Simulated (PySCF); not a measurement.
B(F)2(GeH3) (BF2GeH3), SMILES F[B](F)[GeH3].

Geometry: B3LYP-D3(BJ)/def2-SVP.

The numbers are results of PBE/def2-TZVPD in PySCF, not measurements.

Computed frontier levels, gap, dipole moment and polarisability:
- highest occupied level = -7.69 eV
- lowest empty level = -2.03 eV
- orbital gap = 5.67 eV
- dipole moment = 0.73 D
- quadrupole, principal values (traceless, Buckingham form, about the centre of nuclear charge) = -2.28, -1.31, 3.59 D·Å
- mean static polarisability = 50.6 bohr³ (7.50 Å³)
- polarisability, principal values = 45.4, 49.1, 57.4 bohr³
